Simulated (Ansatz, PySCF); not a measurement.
Energy difference R1 → P1 + P2, each structure at its B3LYP-D3(BJ)/def2-TZVP stationary point, reached from a drawn start (curvature not checked).
R1: SiH4 (SMILES [SiH4]), charge 0, multiplicity 1.
P1: SiH2 (SMILES [SiH2]), charge 0, multiplicity 1.
P2, H2 (SMILES [H][H]) (charge 0, multiplicity 1):
```xyz
2

H      0.0000     0.0000     0.3720
H      0.0000     0.0000    -0.3720
```

P less R. No zero-point or thermal terms.

Frozen-core correlation throughout. CBS: X⁻³ extrapolation of the correlation energy, Hartree–Fock from the larger set.

Programs: Ansatz (a quantum-chemistry and plane-wave program); PySCF for the D3/D4 terms. Each number belongs to the level named beside it.

```json
[
 {"level": "PBE-D3(BJ)/def2-TZVPP", "reaction energy (kcal/mol)": "61.55"},
 {"level": "PBE-D4/def2-TZVPP", "reaction energy (kcal/mol)": "61.45"},
 {"level": "CAM-B3LYP-D3(BJ)/def2-TZVPP", "reaction energy (kcal/mol)": "63.38"},
 {"level": "B2PLYP/def2-TZVPP", "reaction energy (kcal/mol)": "61.62"},
 {"level": "SCS-MP2/cc-pV(Q+d)Z", "reaction energy (kcal/mol)": "62.99"},
 {"level": "CCSD/cc-pV(D+d)Z", "reaction energy (kcal/mol)": "59.30"},
 {"level": "CCSD(T)/cc-pV(D+d)Z", "reaction energy (kcal/mol)": "59.39"},
 {"level": "CCSD(T)/cc-pV(Q+d)Z", "reaction energy (kcal/mol)": "(withheld)"},
 {"level": "CCSD(T)/CBS(cc-pV(T+d)Z, cc-pV(Q+d)Z)", "reaction energy (kcal/mol)": "(withheld)"}
]
```

Question: Some entries are withheld; supply them.

Answer: 
- CCSD(T)/cc-pV(Q+d)Z, reaction energy (kcal/mol): 61.21
- CCSD(T)/CBS(cc-pV(T+d)Z, cc-pV(Q+d)Z), reaction energy (kcal/mol): 61.84
